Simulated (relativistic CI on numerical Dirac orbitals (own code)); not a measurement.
# Ba²⁰⁺: sensitivity of the levels to the model

Base calculation: Dirac-Coulomb-Breit CI, separate exchange-only KLI orbitals for each configuration, model QED (radiative potential, 1s self-energy scaled to tabulated hydrogen-like ionisation energies), unscaled Slater integrals.

Configuration list (outside the closed core [Ar] 3d10): 4s²4p⁶, 4s²4p⁵4d, 4s4p⁶4d, 4s²4p⁵4f, 4s4p⁶4f, 4s²4p⁵5s, 4s²4p⁵5p, 4s4p⁶5s, 4p⁶4d4f, 4s²4p⁵5d, 4s4p⁶5p, 4s²4p⁵5f, 4s²4p⁵5g, 4s4p⁶5d, 4s²4p⁵6s, 4s²4p⁵6p, 4s²4p⁵6d, 4s4p⁶5f, 4p⁶4f5s, 4s²4p⁵6f, 4s4p⁶5g, 4p⁶4d², 4p⁵4d³, 4p⁵4d²4f, 4p⁵4d²5s, 4p⁵4d²5p, 4p⁶4f², 4p⁵4d4f², 4p⁵4f³, 4p⁵4f²5s, 4p⁵4f²5p, 4p⁶4d5s, 4p⁵4d4f5s, 4p⁵4d5s², 4p⁵4d5s5p. Double excitations out of closed p, d and f shells are left out; levels of such configurations are missing from the list, as are those of other unlisted configurations, and high levels can miss mixing partners. These lack a partner that the ground configuration has and come out too high: 4s²4p⁵5d, 4s²4p⁵5f, 4s²4p⁵5g, 4s²4p⁵6s, 4s²4p⁵6p.

Variants: (1) P86 correlation estimate; (2) non-relativistic limit. Shifts of the energy above 4s²4p⁶ ¹S0, in cm⁻¹, for the lowest level and the first level of each name with at least 55 % of one term (blank where a level changes its place among those of its configuration and J or its character, or is not in the variant):

```csv
Level,Base,Δ(1),Δ(2)
4s²4p⁶ ¹S0,0,0,0
4s²4p⁵4d ³P°0,695561,+1094,-12487
4s²4p⁵4d ³P°1,710671,+1094,-27597
4s²4p⁵4d ³F°3,732779,+1097,-31192
4s²4p⁵4d ³F°4,744374,+1098,-42788
4s²4p⁵4d ³D°3,788510,+1094,-43658
4s²4p⁵4d ³D°1,836785,+1095,-91933
4s²4p⁵4d ³F°2,880303,+1097,
4s²4p⁵4d ¹P°1,1044004,+1101,-103885
4s4p⁶4d ³D1,1378236,+1657,-189350
4s4p⁶4d ³D2,1389469,+1657,-200584
4s4p⁶4d ³D3,1411949,+1656,-223064
4s4p⁶4d ¹D2,1482949,+1654,-220910
4s²4p⁵4f ³G5,1647150,+1724,-42267
4s²4p⁵4f ³G4,1654946,+1723,-50063
4s²4p⁵4f ³D1,1655853,+1713,-48423
4s²4p⁵4f ³D2,1664314,+1714,-56883
4s²4p⁵4f ³F4,1683624,+1721,
4s²4p⁵4f ³G3,1809639,+1723,
4s²4p⁵5s ³P°2,2082845,+10992,+65014
4s²4p⁵5s ¹P°1,2092745,+10991,
4s²4p⁵5s ³P°0,2238320,+10995,-90461
```

At this charge energies of transitions that change n are usually good to better than 1 %, and those within a shell (Δn = 0) to a few per cent.

Ionisation energy from the two ground configurations alone: base 645.589 eV; P86 correlation estimate 647.418 eV. The NIST ASD value (theoretical) is 646 eV.

LS names give the leading component of a level, which can be under half, so a name can repeat, a term be missing and a line seem to break the LS rules.
